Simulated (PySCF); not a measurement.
## Mayer bond orders and bond lengths

CH2F3OSi (charge -1).
Atom-mapped SMILES: `[OH:1][SiH-:2][C:3]([F:4])([F:5])[F:6]` (hydrogens: H7 on O1; H8 on Si2)

Cartesian coordinates in Å at the GFN2-xTB level; atoms count from 1:
```xyz
8
CH2F3OSi angstrom
O      1.8528   -0.2148    0.5378
Si     0.6847    0.9903    0.5072
C     -0.9248   -0.1177    0.0889
F     -2.0084    0.6426   -0.2686
F     -1.3867   -0.8583    1.1495
F     -0.8350   -1.0565   -0.9302
H      1.8544   -0.8506   -0.1818
H      0.7721    1.4744   -0.9273
```

Bond orders from the PBE0/pcSseg-1 density (PySCF). One conformer (not necessarily the lowest) at the GFN2-xTB geometry, without solvent, vibrations or thermal averaging. The pcSseg-1 basis has no diffuse functions, a weakness for an anion.

(1) How far do the computed orders between heavy atoms stray from the drawn ones?

(2) Set the Mayer orders of the bonds between heavy atoms beside their lengths.

Answers

(1) The largest departure is 0.284, at Si2–C3 (drawn single, 0.716). Drawn single, order below 0.88: O1–Si2 (0.846) and Si2–C3 (0.716). The SMILES, with its formal charges, is one Lewis structure only.

(2) 
```json
{"bond": "O1–Si2", "drawn as": "single", "length (Å)": "1.679", "Mayer order": "0.846"}
{"bond": "Si2–C3", "drawn as": "single", "length (Å)": "1.998", "Mayer order": "0.716"}
{"bond": "C3–F4", "drawn as": "single", "length (Å)": "1.371", "Mayer order": "0.919"}
{"bond": "C3–F5", "drawn as": "single", "length (Å)": "1.374", "Mayer order": "0.922"}
{"bond": "C3–F6", "drawn as": "single", "length (Å)": "1.389", "Mayer order": "0.895"}
```

By pair of heavy elements: C–F: lowest C3–F6 (0.895, 1.389 Å), highest C3–F5 and C3–F4 (0.922, 1.374 Å). Bonds named together lie within 0.004.

Question: And the bonds to hydrogen?

Answer: H–O: 0.95 (1 bond); H–Si: 0.82 (1 bond).

Question: Sum the orders of all bonds at each heavy atom with more than one neighbour and set the sums beside the valence in the SMILES.

Answer: O1 1.797 (drawn 2), Si2 2.386 (drawn 3), C3 3.452 (drawn 4). Orders between atoms that aren't bonded are not in these sums.

For a closed shell the Mayer order of atoms A and B is Σ (PS)μν (PS)νμ over the basis functions μ on A and ν on B, with P the density and S the overlap matrix.

The run behind these numbers computed NMR shieldings as well. On one thread, Arm Neoverse V2, no GPU (shared host), this took 7.6 s.
